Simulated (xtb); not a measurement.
aminoborane (H4BN), singlet, geometry from GFN2-xTB, atoms displaced at random by about 0.02 Å a coordinate. Base run: xtb 6.7.1 with GFN1-xTB.

Here is a job for xtb.
```
$ xtb mol.xyz --gfn 1 --opt --json

# file mol.xyz
6

B     -0.80667285     0.03678025     0.02422815
N      0.59793403    -0.04673303     0.02365848
H     -1.38864087    -0.95342305    -0.03643338
H     -1.28228350     1.05518631    -0.00923187
H      1.22502700     0.77911035     0.02247224
H      1.11464219    -0.88293887    -0.02868305
```

Variants of this job, named by their change:

```json
[
 {"change": "base", "ΔE vs base (kcal/mol)": "0.000", "optimiser steps": "6"},
 {"change": "opt level = crude", "ΔE vs base (kcal/mol)": "0.002", "optimiser steps": "5"},
 {"change": "opt level = sloppy", "ΔE vs base (kcal/mol)": "0.002", "optimiser steps": "5"},
 {"change": "opt level = vtight", "ΔE vs base (kcal/mol)": "-0.001", "optimiser steps": "8"},
 {"change": "opt level = loose", "ΔE vs base (kcal/mol)": "0.002", "optimiser steps": "5"},
 {"change": "alpb = dmf", "ΔE vs base (kcal/mol)": "___", "optimiser steps": "6"},
 {"change": "engine = lbfgs", "ΔE vs base (kcal/mol)": "0.000", "optimiser steps": "-"},
 {"change": "alpb = thf", "ΔE vs base (kcal/mol)": "___", "optimiser steps": "6"},
 {"change": "engine = inertial", "ΔE vs base (kcal/mol)": "0.004", "optimiser steps": "-"},
 {"change": "opt level = lax", "ΔE vs base (kcal/mol)": "0.002", "optimiser steps": "5"}
]
```

Problem. Complete the blanks.

Solution. 
- alpb = dmf, ΔE vs base (kcal/mol): -5.32
- alpb = thf, ΔE vs base (kcal/mol): -6.03
